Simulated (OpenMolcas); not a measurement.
Ti3+ among 5 point charges of -2.5 e arranged as a trigonal bipyramid (D3h). The axial distance is 1.12 times the equatorial one, R.

```
Program             : OpenMolcas 26.06
Method              : CASSCF
Basis               : ANO-RCC-VDZP [5s4p2d1f]
Scalar Hamiltonian  : DKH2, point nucleus
Active space        : 1 electron in 5 orbitals (3d)
State averaging     : 2S+1 = 2 even, 5 roots
Spin-orbit coupling : state interaction with AMFI integrals over the reference wave functions
```

All point charges move together. At R = 1.62 Å the first state of the same spin is 11449 cm-1, and at R = 1.76 Å it is 7304 cm-1.

Problem. A third run gives 5841 cm-1. What distance was it run at?

Solution. With a power law R^-n the two known points give n = -ln(7304 / 11449) / ln(1.76 / 1.62) = 5.42. Then R = 1.62 × (11449 / 5841)^(1/5.42) = 1.834 Å. The run was at 1.84 Å, so the estimate is off by -0.006 Å.

An orbital doublet at a regular site is open to a Jahn-Teller distortion, which this geometry leaves out. Point charges carry no covalency, so the field is a model and not that of real ligands. No measured value stands beside these numbers.
